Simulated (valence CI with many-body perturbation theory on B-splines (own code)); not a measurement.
The numbers below are computed, except where a source is named.
## Sensitivity of CI+MBPT for Mn¹⁰⁺

Level of theory: configuration interaction combined with many-body perturbation theory (CI+MBPT): five valence electrons over a frozen Dirac-Fock core [Ne], radial functions for each j: 6 s, 6 p, 5 d, 3 f, 1 g, with the one-electron correlation potential Σ1, the two-electron term Σ2, the three-electron term Σ3, Breit, model QED; selected CI, second order for the rest, scaled by the run's own slope (own B-spline code, finite nucleus).

No measured spectrum was set against this ion. As an estimate, levels of excited configurations hold to 0.05 to 0.15 % of their energy, terms of the ground configuration to about 0.5 %. Among the levels kept, up to 1100 cm⁻¹ of a level comes from second order outside the variational space, and about a tenth of that is noise between levels of different J, which matters for small intervals.

The reference run has the lowest level 3s2 3p3 4S°_3/2 and an ionisation energy of 283.050 eV. Its largest variational space holds 9981 state functions.

Names give the largest LS component (configuration and term), which can be under half, so a name can repeat, a term be missing and a line seem to break the LS rules; names also repeat where a configuration has a term twice.

Changed runs:
A. natural orbitals for correlation on → off; core polarisation of operators on → off
B. correlating orbitals by l 3 3 3 2 1 → 6 4 3 0 0
C. scale of Σ1 1 → 0; scale of Σ2 1 → 0; three-electron term on → off; Davidson tolerance 2e-05 → 0.0003
D. Davidson tolerance 2e-05 → 0.03 (bad on purpose)

Excitation energies of the reference run in cm⁻¹, and shifts in cm⁻¹:

| Level | Reference | A | B | C | D |
| --- | --- | --- | --- | --- | --- |
| 3s2 3p3 2D°_3/2 | 39825 | +1830 | +1925 | +531 | -7.5 |
| 3s2 3p3 2D°_5/2 | 43139 | +1812 | +1935 | +454 | -30 |
| 3s2 3p3 2P°_1/2 | 69521 | +2118 | +1934 | +750 | +5.7 |
| 3s2 3p3 2P°_3/2 | 74115 | +2049 | +1897 | +628 | -13 |
| 3s 3p4 4P_5/2 | 253970 | -262 | -149 | -53 | +31 |
| 3s 3p4 4P_3/2 | 261676 | -285 | -166 | -147 | +30 |
| 3s 3p4 4P_1/2 | 265269 | -273 | -156 | -169 | +29 |
| 3s 3p4 2D_3/2 | 314805 | +1086 | +1156 | +684 | +31 |
| 3s 3p4 2D_5/2 | 316201 | +1081 | +1151 | +647 | +32 |
| 3s2 3p2 3d 2P_3/2 | 361712 | +1334 | +1736 | +1672 | -109 |
| 3s 3p4 2P_1/2 | 366166 | +1762 | +1970 | +1788 | +31 |
| 3s 3p4 2S_1/2 | 379789 | +2353 | +2212 | +1693 | +32 |
| Ionisation energy (eV) | 283.050 | -0.198 | -0.193 | -0.228 | +0.0036 |
